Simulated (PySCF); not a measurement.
SnOBr, SMILES [O]=[Sn][Br], multiplicity 2.

The structure is a stationary point at r2SCAN-D4/def2-TZVP. The def2 effective core potentials stand for the cores of Sn; spin–orbit coupling is left out.

Two levels are set side by side: PBE/def2-TZVPD (PySCF) and CAM-B3LYP/def2-TZVPD (PySCF). Same geometry, gas phase. Differences are taken from unrounded values.

```json
[
 {"quantity": "α-spin orbital gap (eV)", "CAM-B3LYP": "7.26"},
 {"quantity": "β-spin orbital gap (eV)", "CAM-B3LYP": "5.91"},
 {"quantity": "dipole moment (D)", "CAM-B3LYP": "3.29"},
 {"quantity": "mean polarisability (bohr³)", "CAM-B3LYP": "68.2"}
]
```

Q: What does PBE give, and how far is it from CAM-B3LYP? (Estimate from the structure and the level; the computed values follow.)

A: 
```tsv
quantity	PBE	PBE minus CAM-B3LYP
α-spin orbital gap (eV)	3.39	-3.87
β-spin orbital gap (eV)	0.80	-5.11
dipole moment (D)	3.18	-0.11
mean polarisability (bohr³)	73.7	5.5
```

PBE's more diffuse valence density responds more strongly to a field. Differences between two approximate levels are no errors against the true value.

Rough cost on one machine, each run with all the roots and properties that it gave: CAM-B3LYP against PBE within a factor of 2.
